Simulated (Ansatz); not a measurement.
Consider the substitution at a C–Ga bond: `[CH3][Ga]([CH3])[F]` + `CNP` → `CN(C)P` + `[CH3][GaH][F]`.

Isolated molecules relaxed with PBE0-D4/def2-TZVP in Ansatz; ΔE leaves out vibrations. CCSD(T)/CBS adds triple-zeta CCSD(T) − MP2 to the extrapolated MP2 energy (def2 sets, frozen cores). Functionals use def2-TZVPP. For Ga outer-core shells are correlated without core-valence functions, which leaves a few kJ/mol of doubt a bond. Scalar relativity is left out up to krypton. Each species was taken in one conformer, which may not be the lowest.

`[CH3][Ga]([CH3])[F]`:

Cartesian coordinates in Å:
```
C -0.207 -0.019 1.802
Ga 0.229 -0.473 -0.049
C 0.010 0.450 -1.757
F 0.977 -2.073 -0.214
H 0.217 0.950 2.075
H -1.290 0.049 1.931
H 0.179 -0.782 2.478
H 0.475 -0.124 -2.558
H -1.051 0.579 -1.986
H 0.460 1.445 -1.722
```

`CNP`:

```xyz
9

C    -0.475    1.120   -0.258
N    -0.332   -0.321   -0.219
P     0.579   -1.001    1.043
H    -0.644    1.489    0.756
H    -1.345    1.393   -0.861
H     0.401    1.646   -0.663
H    -0.238   -0.735   -1.134
H     0.185   -2.355    0.877
H     1.868   -1.237    0.460
```

`CN(C)P`:

```xyz
12

C     0.028   -1.031   -1.056
N    -0.393   -0.090   -0.041
C     0.256    1.195   -0.142
P    -0.712   -0.752    1.492
H     1.107   -1.254   -1.016
H    -0.191   -0.626   -2.049
H    -0.516   -1.970   -0.942
H     0.162    1.581   -1.162
H     1.329    1.147    0.106
H    -0.216    1.906    0.537
H     0.504   -0.485    2.212
H    -1.358    0.380    2.061
```

`[CH3][GaH][F]`:

Cartesian coordinates in Å:
```
C 0.683 0.492 0.399
Ga -0.832 -0.504 -0.317
F -0.587 -1.109 -1.959
H 1.357 -0.195 0.917
H 1.239 0.962 -0.414
H 0.365 1.254 1.112
H -2.225 -0.900 0.261
```

| level | ΔE (kcal/mol) |
| --- | --- |
| PBE-D4 | 13.6 |
| revPBE | 15.3 |
| BLYP | 14.9 |
| r2SCAN | 14.3 |
| CAM-B3LYP | 13.9 |
| CCSD(T)/def2-SVP | 10.1 |
| CCSD/def2-TZVPP | 14.2 |
| SCS-MP2/def2-QZVPP | 14.2 |

(1) What does CCSD(T)/CBS give? (An estimate is asked.)

Largest T1 diagnostic among the species: 0.013.

Results:

(1) Computed: +14.9 kcal/mol. The listed levels differ from it by -1.3, 0.4, 0.0, -0.6, -1.0, -4.8, -0.7, -0.7 kcal/mol.

Leaving LDA and LC-ωPBE aside and taking each functional with its dispersion term where it has one, the values, not all of them listed here, spread over 2.6 kcal/mol, from B97M-V to B2PLYP. LDA lies −2.5 kcal/mol from PBE without D4. The D4 term adds −1.3 kcal/mol with B3LYP and −0.7 kcal/mol with PBE0; it sums over pairs of atoms, weighted by their polarisabilities, and B3LYP, whose exchange is more repulsive, gets the larger term.

B3LYP here is the variant with VWN-RPA as its local correlation; programs differ in this.
